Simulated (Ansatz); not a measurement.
One change: `C=C[SiH2]C=N` becomes `C[SiH2][SiH2]C=N`.

Ansatz, PBE0-D4/def2-TZVP geometries, multiplicity 1. Each molecule was computed in one conformer, which needn't be the lowest.

| property | `C=C[SiH2]C=N` |
| --- | --- |
| size of the dipole moment (B3LYP/def2-TZVPP) / D | 1.01 |
| LUMO energy (PBE/def2-TZVPP) / eV | -1.94 |
| HOMO energy (PBE0/def2-TZVPP) / eV | -7.30 |
| HOMO–LUMO gap (ωB97M-V/def2-TZVPP) / eV | 11.02 |
| HOMO energy (B3LYP/def2-TZVPP) / eV | -7.09 |
| HOMO–LUMO gap (PBE0/def2-TZVPP) / eV | 6.47 |

(1) Give the same properties after the change, and the shifts. (Best estimate.)

Results:

(1) Ansatz gave: 
```json
{"property": "size of the dipole moment (B3LYP/def2-TZVPP) / D", "`C[SiH2][SiH2]C=N`": "1.53", "shift": "0.52"}
{"property": "LUMO energy (PBE/def2-TZVPP) / eV", "`C[SiH2][SiH2]C=N`": "-2.05", "shift": "-0.11"}
{"property": "HOMO energy (PBE0/def2-TZVPP) / eV", "`C[SiH2][SiH2]C=N`": "-7.40", "shift": "-0.10"}
{"property": "HOMO–LUMO gap (ωB97M-V/def2-TZVPP) / eV", "`C[SiH2][SiH2]C=N`": "10.95", "shift": "-0.07"}
{"property": "HOMO energy (B3LYP/def2-TZVPP) / eV", "`C[SiH2][SiH2]C=N`": "-7.20", "shift": "-0.11"}
{"property": "HOMO–LUMO gap (PBE0/def2-TZVPP) / eV", "`C[SiH2][SiH2]C=N`": "6.46", "shift": "-0.01"}
```

Dipoles are sizes alone; their direction can turn.

B3LYP here is the variant with VWN-RPA as its local correlation; programs differ in this.
